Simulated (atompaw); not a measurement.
# Plane-wave convergence, PAW (atompaw) potential for chromium (Cr)

atompaw 4.2.0.5 input, output lines left out:

```
Cr 24
GGA-PBESOL scalarrelativistic loggrid 1500 logderivrange -2 5 176
4 4 3 0 0 0
4 0 0.5
4 1 0.5
3 2 5
0 0 0
c
c
c
v
c
c
v
v
2
3.00 2.60 2.75 1.50
y
0.25
n
y
2.8
n
y
0.2
n
custom rrkj vanderbiltortho sinc
bessel
3.00
3.00
3.00
3.00
1.55
1.55
```

The pseudo-atom Hamiltonian at the reference potential is diagonalised in spherical Bessel functions j_l(qr) that vanish at 20 bohr, with q² up to the cutoff. All-electron valence levels (Ry): 4s -0.3319, 4p -0.1006, 3d -0.2672.

Task: How do the lowest levels (Ry) of each channel move with the cutoff, and are there ghosts?

Result:

```tsv
cutoff (Ry)	s #1	s #2	p #1	d #1	f #1	f #2	Σ f·Δε (mRy)
8	-0.3319	-0.0146	-0.1006	0.0295	0.0878	0.2119	1483.6
15	-0.3319	-0.0146	-0.1006	0.0216	0.0878	0.2119	1444.1
25	-0.3319	-0.0146	-0.1006	-0.1693	0.0878	0.2119	489.6
45	-0.3319	-0.0146	-0.1006	-0.2665	0.0878	0.2119	3.5
60	-0.3319	-0.0146	-0.1006	-0.2668	0.0878	0.2119	1.8
90	-0.3319	-0.0146	-0.1006	-0.2671	0.0878	0.2119	0.3
400	-0.3319	-0.0146	-0.1006	-0.2672	0.0878	0.2119	0.0
```

Result: no extra level below or beside the all-electron valence levels (s, p, d, f tested); 10 mRy is reached at 40 Ry and 1 mRy at 70 Ry.
